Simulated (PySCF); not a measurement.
Iron: a sound run and one with changed settings

Sound run: Fe [Ar] 3d6 4s2, Fe⁺ [Ar] 3d6 4s1. All numbers are calculated (PySCF 2.14, the non-relativistic Hamiltonian (point nucleus), in def2-SVP (5s3p2d1f, 31 functions)). In the sound run the correlated levels freeze [Ar]. The sound run starts from symmetry-adapted Hartree-Fock orbitals and uses a fine grid where one is needed.

Changed run: the spin-free X2C one-electron Hamiltonian (Gaussian nucleus). This setting is unsound on purpose.

| species | method | sound run (hartree) | changed run (hartree) | converged |
| --- | --- | --- | --- | --- |
| Fe | UHF | -1262.26059 | -1269.61333 | yes |
| Fe | PBE0 | -1263.25926 | -1270.61237 | yes |
| Fe | M06-L | -1263.42344 | -1270.77642 | yes |
| Fe | MP2 | -1262.36568 | -1269.71870 | yes |
| Fe⁺ | UHF | -1262.02868 | -1269.37855 | yes |
| Fe⁺ | PBE0 | -1262.98528 | -1270.33473 | yes |
| Fe⁺ | M06-L | -1263.13375 | -1270.48375 | yes |
| Fe⁺ | MP2 | -1262.10870 | -1269.45853 | yes |

Ionisation energy of Fe:

| method | sound run (eV) | changed run (eV) |
| --- | --- | --- |
| UHF | 6.311 | 6.389 |
| PBE0 | 7.455 | 7.555 |
| M06-L | 7.883 | 7.964 |
| MP2 | 6.993 | 7.080 |
| SCS-MP2 | 7.104 | 7.192 |

Most of the change in total energy is the relativistic energy itself. On top of that the contraction fixes the core shape for the Hamiltonian it was made with, so the changed run is not a good calculation with the other Hamiltonian either.

For comparison, NIST gives 7.902 eV between the lowest levels.
